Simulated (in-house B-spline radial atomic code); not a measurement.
A fraction x of an electron is removed from 3p in the silicon ion Si⁺, starting from [Ne] 3s2 3p1 and keeping the highest spin. Computed with a B-spline radial code for spherical atoms: non-relativistic LC-wPBE, spin-polarised, spherical fractional occupations, point nucleus.

Caution: exact exchange at fractional occupations of open shells leaves self-interaction of up to several eV.

```tsv
x	E(x) - E(0) (eV)	3p up level (eV)
0	0.0000	-11.142
0.07	0.7935	-11.528
0.2	2.3391	-12.253
0.36	4.3718	-13.157
0.45	5.5790	-13.671
0.5	6.2698	-13.958
0.57	7.2610	-14.362
0.63	8.1332	-14.710
0.78	10.4052	-15.585
0.9	12.3177	-16.289
1	13.9761	-
```

The exact functional would give a straight line between the two integer points. Deviations E(x) - E(0) - x[E(1) - E(0)], in eV: -0.185 at x = 0.07, -0.456 at x = 0.2, -0.66 at x = 0.36, -0.71 at x = 0.45, -0.718 at x = 0.5, -0.705 at x = 0.57, -0.672 at x = 0.63, -0.496 at x = 0.78, -0.261 at x = 0.9.

The curve lies below the straight line by up to 0.718 eV (at x = 0.5): convex, the delocalisation error, to which spherically averaged exact exchange adds.

Task: How well does Slater's transition state (minus the level at half occupation) give the ionisation energy?

Result: It gives 13.958 eV against 13.976 eV from the two total energies; NIST lists 16.35 eV, ground level to ground level. The end point has an open shell averaged over its orbitals, so its exact exchange keeps a self-interaction and this is no true integer point.
